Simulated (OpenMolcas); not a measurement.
Computed levels of 5s² 5p⁴ in ions with 52 electrons, in cm-1 above ³P₂.

| Item | Value |
| --- | --- |
| Program | OpenMolcas |
| Method | CASSCF |
| Basis | ANO-RCC-VQZP |
| Scalar Hamiltonian | DKH2, point nucleus |
| Spin-orbit coupling | state interaction with AMFI integrals over the reference wave functions, term energies averaged over their components |

Active space for each ion: 4 electrons in 3 orbitals (5p).

| Level | Te | Xe2+ |
| --- | --- | --- |
| ³P₁ | 4216 | 8670 |
| ³P₀ | 4777 | 8448 |
| ¹D₂ | 12377 | 18820 |
| ¹S₀ | 27092 | 39424 |

Problem. Estimate ³P₀, ¹D₂, ¹S₀ for I+ from its neighbours Te and Xe2+.

Solution. ³P₀ is fine structure, which grows about as the fourth power of a screened charge, so the fourth roots are averaged: ((4777^0.25 + 8448^0.25) / 2)^4 = 6417. The calculation gives 6570, so the estimate is off by -2.3 %; the measured value is 6448 (NIST Handbook of Basic Atomic Spectroscopic Data).
¹D₂ is another term, which grows about linearly with the charge: (12377 + 18820) / 2 = 15598. The calculation gives 15496, so the estimate is off by +0.7 %; the measured value is 13727 (NIST Handbook of Basic Atomic Spectroscopic Data).
¹S₀ is another term, which grows about linearly with the charge: (27092 + 39424) / 2 = 33258. The calculation gives 33155, so the estimate is off by +0.3 %; the measured value is 29501 (NIST Handbook of Basic Atomic Spectroscopic Data).

With the s shell closed, the reference lacks s² → p² mixing. Computed and measured levels are paired by configuration, term and J; levels that our copy of the source lacks, or whose pairing is in doubt (as where it misses far off the trend of its configuration), stay unpaired and out of the deviations. Only configurations of the active space appear.
